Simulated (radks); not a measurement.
The numbers below are computed, except where a source is named.
Task: The mean radii <r> (bohr) of the occupied orbitals of an atom or ion are listed with their occupations. Level of theory: non-relativistic Kohn-Sham, AM05, spin-polarised, spherical densities, point nucleus (a radial shooting solver on a logarithmic mesh with Libxc functionals).

orbital  occ.      <r>
1s up       1  0.07372
1s down     1  0.07371
2s up       1   0.3465
2s down     1   0.3460
2p up       3   0.3085
2p down     3   0.3081
3s up       1    1.042
3s down     1    1.049
3p up       3    1.097
3p down     1    1.112
3d up       1    1.254
4s up       1    2.775
4s down     1    2.855
5s up       1    6.988
5s down     1    7.154

Name the element and its charge. Open shells, if any, are filled with parallel spins first.

Result: Z = 21, scandium, charge 0: Sc in [Ne] 3s2 3p4 3d1 4s2 5s2. The 1s radius gives Z: for a bare nucleus <r> = 1.5/Z, 0.07143 bohr for Z = 21, and screening makes it slightly larger (0.07372 here). The occupations add up to 21, and the charge is Z minus that.
